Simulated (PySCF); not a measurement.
# Low-lying terms of Sb⁵⁺ (antimony, charge +5)

Ground state [Kr] 4d10, ¹S. Computed with PySCF 2.14 in aug-cc-pVTZ-PP with one added diffuse shell each of d, f type with ECP28MDF (6s5p5d3f, 67 functions), with scalar relativity through the core potential. Vertical excitation energies in eV without spin-orbit coupling; excited terms of each kind are numbered among those the solver found. Frozen: 4s2 4p6.

| term | leading excitation | EOM-EE-CCSD |
| --- | --- | --- |
| 1 3D | 4d → s | 30.958 |
| 1 1D | 4d → s | 31.745 |
| 1 3P° | 4d → p | 42.217 |
| 1 3F° | 4d → p | 42.823 |
| 1 1F° | 4d → p | 43.252 |
| 1 1D° | 4d → p | 43.883 |
| 1 1P° | 4d → p | 43.895 |
| 1 3D° | 4d → p | 43.902 |
| 1 3G | 4d → d | 58.848 |
| 1 3P | 4d → d | 58.886 |
| 1 1G | 4d → d | 59.031 |
| 2 3D | 4d → d | 59.161 |

The spin-orbit splitting of the hole, absent here, rivals or exceeds the spacing of these terms, so the LS terms are model states.

The solver can miss terms.
